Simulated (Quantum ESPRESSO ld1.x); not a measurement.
Species: neutral xenon. Configuration: [Kr] 4d8 5s2 5p6 6p2 (not the ground configuration). Method: Dirac Kohn-Sham, LDA (Slater exchange, VWN5 correlation), spin-unpolarised, spherical densities, point nucleus; open shells are shared between the two j in proportion to 2j + 1; computed with ld1.x of Quantum ESPRESSO 7.5.

Unscreened Slater integrals over Kohn-Sham orbitals (eV). Large and small components are both included. Empty in this configuration: 5d5/2, 7p1/2.

\begin{tabular}{lr}
integral & value \\ \hline
F0(7p1/2,7p1/2) & 1.4590 \\
F0(7p1/2,6p3/2) & 1.9096 \\
G2(7p1/2,6p3/2) & 0.14112 \\
F0(7p1/2,6p1/2) & 1.9183 \\
G0(7p1/2,6p1/2) & 0.10217 \\
F0(7p1/2,5d5/2) & 2.0227 \\
G3(7p1/2,5d5/2) & 0.097887 \\
F0(6p3/2,6p3/2) & 4.0114 \\
F2(6p3/2,6p3/2) & 2.1854 \\
F0(6p3/2,6p1/2) & 4.0836 \\
G2(6p3/2,6p1/2) & 2.2132 \\
F0(6p3/2,5d5/2) & 4.8287 \\
F2(6p3/2,5d5/2) & 1.7429 \\
G1(6p3/2,5d5/2) & 1.1276 \\
G3(6p3/2,5d5/2) & 0.82024 \\
F0(6p1/2,6p1/2) & 4.1615 \\
F0(6p1/2,5d5/2) & 4.9833 \\
G3(6p1/2,5d5/2) & 0.92559 \\
F0(5d5/2,5d5/2) & 7.6071 \\
F2(5d5/2,5d5/2) & 3.8512 \\
F4(5d5/2,5d5/2) & 2.5084 \\
\end{tabular}
